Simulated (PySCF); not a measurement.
**Assigning NMR signals**

Atom-mapped SMILES (the numbers label the heavy atoms): `[CH2:1]=[C:2]1[CH:3]=[CH:4][C:5](=[O:6])[CH:7]=[CH:8]1` (H(Xn): hydrogen on atom n).

All values are calculated (PySCF 2.14.0 with density-fitted response routines): σ from GIAO-PBE0/pcSseg-1, structure optimised with PBE0-D3(BJ)/def2-SVP, couplings computed with B3LYP/pcJ-1 (without the spin–dipole term). Relativity neglected, equivalent nuclei averaged, no solvent, single conformer.

Chemical shifts δ = σref − σ; 13C (σ = 184.41 ppm) and 1H (σ = 31.27 ppm) against TMS, all at this level.

(1) Assign these signals to the numbered atoms. 13C{1H} NMR (computed): δ 186.5 (C), 145.1 (C), 144.2 (CH), 138.1 (CH2), 137.1 (CH).

(2) Assign these signals to the numbered atoms. 1H NMR (400 MHz, computed): δ 7.12 (dt, J = 11.3, 1.0 Hz, 2H), 6.36 (dt, J = 11.3, 1.5 Hz, 2H), 5.99 (quint, J = 1.2 Hz, 2H).

## Answers

(1) 
186.5 → C5, ketone carbonyl carbon: the double bond to the heteroatom, with no lone-pair donor beside it, deshields it most
145.1 → C2, fully substituted alkene carbon: the olefinic region
144.2 → C3/C8, β carbon of a C=C–C=O unit: conjugation with the carbonyl draws π density from the β position
138.1 → C1, terminal =CH2 carbon: the olefinic region
137.1 → C4/C7, α carbon of a C=C–C=O unit: the olefinic region

C2 and C3/C8; C1 and C4/C7 lie closer than the usual error of such a calculation, so a measured spectrum could show them in the other order.

(2) 
7.12 → H(C3)/H(C8), hydrogen on a β carbon of a C=C–C=O unit: olefinic region
6.36 → H(C4)/H(C7), hydrogen on an α carbon of a C=C–C=O unit: olefinic region
5.99 → H(C1), hydrogen on a terminal =CH2 carbon: attached to an sp2 carbon and in the plane of the double bond

Splittings below 1 Hz are ignored in the labels, and close J values are merged. Couplings among chemically equivalent protons are left out too, so labels in AA′BB′ or AA′XX′ sets are apparent multiplicities. Unscaled 3J(H,H) at this level run about 10 % above measured values. Shifts are as computed. Against solution values, carbons near 30 ppm lie about +2 ppm off and those near 130 ppm about +5 ppm. Of 1211 compounds with measured shifts, 218 miss one by over three times the rms of a fit or turn the order of signals round; such compounds aren't used in these exercises.
